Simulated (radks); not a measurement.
Q: Nd46+, configuration [Ne] 3s2 3p2. All-electron calculation, scalar-relativistic Kohn-Sham, LB94 model potential, spin-polarised, spherical densities, finite nucleus; open shells are filled with parallel spins first (spin-orbit coupling, left out, can overturn this in heavy ions); Fermi nuclear charge, rms radius 4.9123 fm. Program: a radial shooting solver on a logarithmic mesh with Libxc functionals. Some entries of the table are withheld. Estimate them.

orbital  occ.  eigenvalue (Ry)  <r^2> (bohr^2)
1s down     1        -3432.711       0.0007568
1s up       1        -3432.705       0.0007570
2s up       1        -739.1359         0.01164
2s down     1        -739.0734         0.01165
2p up       3        -686.5527             (1)
2p down     3        -686.2832             (2)
3s up       1        -295.9056         0.06603
3s down     1        -295.0056         0.06588
3p up       2        -279.8716         0.06310
3p down     0        -279.0890         0.06288

A: 
(1) 2p up <r^2> (bohr^2): 0.009241
(2) 2p down <r^2> (bohr^2): 0.009257
